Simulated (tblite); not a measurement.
Species: C7H11BF2.
SMILES with atom numbers: `[CH3:1]/[C:2](=[CH:3]/[B:4]([F:5])[F:6])[CH2:7][CH:8]1[CH2:9][CH2:10]1` (hydrogens: H11, H12, H13 on C1; H14 on C3; H15, H16 on C7; H17 on C8; H18, H19 on C9; H20, H21 on C10)

Computed with GFN2-xTB (tblite), gas phase: L-BFGS steps from a force-field or distance-geometry start until the largest atomic force falls under 0.01 eV/Å.

Step 21: E = -853.1640 eV
```
atom  x, y, z in Å  |  force x, y, z in eV/Å
C1     -1.5875   -1.7217   -0.1588   -0.007   0.024   0.011
C2     -1.2159   -0.2884    0.0670    0.031  -0.026  -0.072
C3     -1.9180    0.4910    0.9055    0.051  -0.008  -0.123
B4     -1.7603    1.9993    1.1687    0.044   0.063   0.026
F5     -1.3173    2.8801    0.2791    0.046  -0.012   0.091
F6     -2.1353    2.5627    2.3091   -0.031  -0.037  -0.090
C7     -0.0348    0.1945   -0.7306    0.004  -0.001  -0.027
C8      1.2678   -0.5454   -0.4567   -0.066   0.035   0.117
C9      2.5325    0.0582   -0.9925   -0.099  -0.056  -0.036
C10     2.2605    0.0890    0.4759   -0.117  -0.094   0.101
H11    -1.5819   -1.9344   -1.2300    0.000  -0.049   0.142
H12    -0.8602   -2.3769    0.3234   -0.069   0.014  -0.051
H13    -2.5739   -1.9406    0.2485    0.102  -0.007  -0.039
H14    -2.7392    0.0226    1.4378    0.062  -0.026   0.056
H15    -0.2809    0.0727   -1.7930   -0.006   0.007   0.044
H16     0.1372    1.2531   -0.5420   -0.062  -0.009  -0.055
H17     1.1899   -1.6282   -0.4688    0.031   0.132   0.027
H18     2.4486    0.9675   -1.5644    0.069   0.052  -0.003
H19     3.3064   -0.6147   -1.3239    0.044   0.027  -0.142
H20     2.8719   -0.5444    1.1003   -0.063  -0.022   0.070
H21     1.9813    1.0211    0.9448    0.038  -0.006  -0.046
```

Step 22: E = -853.1700 eV
```
atom  x, y, z in Å  |  force x, y, z in eV/Å
C1     -1.5784   -1.7185   -0.1557   -0.053  -0.034  -0.005
C2     -1.2141   -0.2839    0.0639    0.067  -0.071  -0.074
C3     -1.9124    0.4934    0.9072    0.080  -0.010  -0.106
B4     -1.7552    1.9995    1.1770   -0.011   0.094  -0.005
F5     -1.3030    2.8846    0.2967    0.073  -0.013   0.076
F6     -2.1587    2.5620    2.3081   -0.014  -0.049  -0.070
C7     -0.0389    0.1939   -0.7418    0.059   0.036  -0.041
C8      1.2631   -0.5448   -0.4668   -0.023   0.004   0.132
C9      2.5354    0.0548   -0.9907   -0.132  -0.060  -0.047
C10     2.2485    0.0874    0.4749   -0.105  -0.094   0.099
H11    -1.5751   -1.9396   -1.2248    0.005  -0.029   0.120
H12    -0.8523   -2.3753    0.3265   -0.056   0.046  -0.033
H13    -2.5632   -1.9358    0.2526    0.051  -0.034  -0.017
H14    -2.7271    0.0226    1.4458    0.042  -0.039   0.060
H15    -0.2863    0.0736   -1.8035   -0.021  -0.011   0.039
H16     0.1390    1.2491   -0.5539   -0.069   0.093  -0.051
H17     1.1852   -1.6264   -0.4836    0.030   0.088   0.044
H18     2.4571    0.9606   -1.5676    0.072   0.094   0.007
H19     3.3097   -0.6193   -1.3196    0.033   0.016  -0.112
H20     2.8504   -0.5404    1.1134   -0.042  -0.068   0.040
H21     1.9674    1.0191    0.9413    0.014   0.040  -0.057
```

Step 23: E = -853.1754 eV
```
atom  x, y, z in Å  |  force x, y, z in eV/Å
C1     -1.5705   -1.7158   -0.1527   -0.070  -0.069  -0.010
C2     -1.2111   -0.2808    0.0597    0.069  -0.073  -0.049
C3     -1.9055    0.4953    0.9072    0.074  -0.004  -0.055
B4     -1.7506    2.0003    1.1845   -0.051   0.074  -0.045
F5     -1.2882    2.8889    0.3144    0.102   0.006   0.047
F6     -2.1809    2.5607    2.3061   -0.007  -0.053  -0.035
C7     -0.0417    0.1940   -0.7527    0.077   0.068  -0.035
C8      1.2581   -0.5437   -0.4740   -0.006  -0.028   0.088
C9      2.5357    0.0507   -0.9895   -0.095  -0.031  -0.045
C10     2.2354    0.0842    0.4755   -0.038  -0.049   0.080
H11    -1.5688   -1.9453   -1.2181    0.005  -0.020   0.047
H12    -0.8461   -2.3731    0.3288   -0.018   0.050   0.005
H13    -2.5526   -1.9321    0.2564   -0.026  -0.054   0.018
H14    -2.7145    0.0226    1.4539    0.050  -0.040   0.040
H15    -0.2916    0.0744   -1.8128   -0.025  -0.029   0.013
H16     0.1394    1.2471   -0.5662   -0.071   0.168  -0.047
H17     1.1815   -1.6233   -0.4969    0.015   0.014   0.063
H18     2.4659    0.9559   -1.5700    0.063   0.091   0.044
H19     3.3127   -0.6232   -1.3174   -0.012   0.020  -0.068
H20     2.8291   -0.5382    1.1264   -0.030  -0.101   0.007
H21     1.9552    1.0184    0.9368   -0.006   0.063  -0.061
```

Question: Estimate the geometry and energy of step 24. (The exact step hangs on the optimiser's Hessian estimate; all steps are aligned on step 23, rigid shifts and turns removed.)

Answer: E = -853.1800 eV, largest force 0.201 eV/Å
```
atom  x, y, z in Å  |  force x, y, z in eV/Å
C1     -1.5652   -1.7149   -0.1505   -0.058  -0.066  -0.005
C2     -1.2073   -0.2796    0.0555    0.041  -0.038  -0.012
C3     -1.8982    0.4962    0.9062    0.045   0.005   0.000
B4     -1.7476    2.0014    1.1895   -0.063   0.018  -0.080
F5     -1.2744    2.8926    0.3294    0.124   0.031   0.018
F6     -2.1988    2.5586    2.3036   -0.010  -0.049  -0.001
C7     -0.0426    0.1953   -0.7619    0.046   0.083  -0.015
C8      1.2536   -0.5427   -0.4777    0.016  -0.019   0.021
C9      2.5341    0.0470   -0.9892   -0.037   0.003   0.003
C10     2.2244    0.0810    0.4775    0.032   0.001   0.014
H11    -1.5638   -1.9510   -1.2121   -0.002  -0.020  -0.037
H12    -0.8417   -2.3710    0.3306    0.022   0.032   0.044
H13    -2.5448   -1.9302    0.2599   -0.088  -0.064   0.045
H14    -2.7030    0.0227    1.4607    0.072  -0.036   0.008
H15    -0.2959    0.0745   -1.8201   -0.017  -0.040  -0.013
H16     0.1383    1.2483   -0.5770   -0.068   0.183  -0.047
H17     1.1791   -1.6202   -0.5064   -0.007  -0.060   0.078
H18     2.4734    0.9540   -1.5702    0.046   0.066   0.083
H19     3.3137   -0.6258   -1.3176   -0.054   0.024  -0.028
H20     2.8107   -0.5387    1.1376   -0.021  -0.114  -0.019
H21     1.9471    1.0194    0.9319   -0.019   0.062  -0.056
```

The energy changes by -0.0046 eV. The first-order estimate −F·Δx gives -0.0063 eV and the mean of the old and new forces, exact on a quadratic surface, -0.0046 eV. The step makes an angle of 73° with the force vector and moves no atom by more than 0.022 Å.

The cost below is that of the whole relaxation. The run took 1.2 s on an Arm Neoverse V1 with one thread, no GPU, shared host.
